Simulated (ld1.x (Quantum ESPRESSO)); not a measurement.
## How hard is this titanium PAW potential?

* Element: Ti
* Generator: ld1.x (Quantum ESPRESSO) 7.5
* Type: PAW
* Functional: LDA (PZ)
* Relativity: scalar-relativistic
* Frozen core: [Ne]
* Valence charge: 12
* Reference configuration: 3s2 3p6 3d2 4s1.75 4p0.25
* Partial waves: 3s (bound): rcut 1.90, rcutus 2.10 bohr; 4s (bound): rcut 1.90, rcutus 2.10 bohr; 3p (bound): rcut 1.95, rcutus 2.25 bohr; 4p (bound): rcut 1.95, rcutus 2.25 bohr; 3d (bound): rcut 2.05, rcutus 2.25 bohr; 3d channel at 0.45 Ry: rcut 2.05, rcutus 2.25 bohr
* Local potential: all-electron potential smoothed inside 1.85 bohr (lloc = -2)
* Core correction: Bessel-smoothed model core inside 1.95 bohr
* Augmentation charge: PSQ, inside the norm-conserving radii

The pseudo-atom Hamiltonian at the reference potential is diagonalised in spherical Bessel functions j_l(qr) that vanish at 20 bohr, with q² up to the cutoff. All-electron valence levels (Ry): 3s -4.6017, 4s -0.3535, 3p -2.8762, 4p -0.1260, 3d -0.3517.

Problem. How do the lowest levels (Ry) of each channel move with the cutoff, and are there ghosts?

Solution.

```csv
cutoff (Ry),s #1,s #2,s #3,p #1,p #2,p #3,d #1,f #1,f #2,Σ f·Δε (mRy)
8,-4.5807,-0.2743,0.0038,-2.8254,-0.0758,0.0487,-0.2470,0.0968,0.2137,707.2
10,-4.5953,-0.2883,0.0017,-2.8565,-0.0798,0.0474,-0.3004,0.0968,0.2137,359.3
15,-4.6013,-0.3216,-0.0031,-2.8753,-0.0903,0.0441,-0.3432,0.0968,0.2137,88.2
18,-4.6014,-0.3443,-0.0063,-2.8759,-0.0986,0.0417,-0.3504,0.0968,0.2137,28.3
25,-4.6017,-0.3529,-0.0075,-2.8761,-0.1236,0.0354,-0.3514,0.0968,0.2137,3.1
30,-4.6017,-0.3531,-0.0075,-2.8761,-0.1252,0.0350,-0.3515,0.0968,0.2137,1.6
40,-4.6017,-0.3534,-0.0075,-2.8762,-0.1257,0.0349,-0.3517,0.0968,0.2137,0.4
45,-4.6017,-0.3535,-0.0075,-2.8762,-0.1259,0.0349,-0.3517,0.0968,0.2137,0.2
400,-4.6017,-0.3535,-0.0075,-2.8762,-0.1260,0.0349,-0.3517,0.0968,0.2137,0.0
```

Result: no extra level below or beside the all-electron valence levels (s, p, d, f tested); 10 mRy is reached at 25 Ry and 1 mRy at 35 Ry.

Test run stopped at test 5 of 9 (negative rho), 1 before it not solved.
